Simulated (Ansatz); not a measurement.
Ideal-gas functions of C₂H₃BCl₂ (`C=CB(Cl)Cl`) at 500 K and 1 bar, from an Ansatz frequency run at PBE0-D4/def2-TZVP.

Molar mass 108.76 g/mol, point group Cs (symmetry number 1), electronic degeneracy 1, moments of inertia 136.475, 208.436, 344.911 u Å². Harmonic wavenumbers (cm⁻¹, unscaled): 92, 194, 263, 379, 406, 554, 653, 929, 1029, 1033, 1047, 1147, 1317, 1447, 1676, 3147, 3164, 3236.

Use S(trans) = R[1.5 ln M + 2.5 ln T − 1.1517]; rotational temperatures θ = 24.2544 K / I; S(rot) = R[ln(√π/σ · √(T³/θAθBθC)) + 1.5]; for each mode x = 1.438777 ν̃/T, S = R[x/(eˣ − 1) − ln(1 − e⁻ˣ)] and H = RT x/(eˣ − 1); 1 cm⁻¹ = 0.0119627 kJ/mol; R = 8.31446 J/(mol·K).

Question: By hand: the entropy, in J/(mol·K).

Answer: Translation 178.1. Rotation: θ = 0.1777, 0.1164, 0.0703 K, giving 121.9. Vibration, mode by mode: 19.39, 13.27, 10.83, 7.99, 7.48, 5.27, 4.19, 2.24, 1.79, 1.77, 1.71, 1.36, 0.92, 0.68, 0.39, 0.01, 0.01, 0.01, in all 79.3. Electronic 0.0. Sum 379.3 J/(mol·K).

Question: By hand: H − E and G − E in kJ/mol, counted from the electronic energy.

Answer: Zero-point energy ½ × 21713 × 0.0119627 = 129.9; thermal vibration 21.2; translation, rotation and pV give 4 RT = 16.6. H − E = 167.7 kJ/mol, and G − E = 167.7 − 500 × 379.3/1000 = -21.9 kJ/mol.

Vibration gives 21 % of the entropy, 19.4 J/(mol·K) of it from the mode under 150 cm⁻¹: soft modes count most, and the harmonic formula is weakest for them. The sum counts one conformer and one mirror image; others add a mixing term.
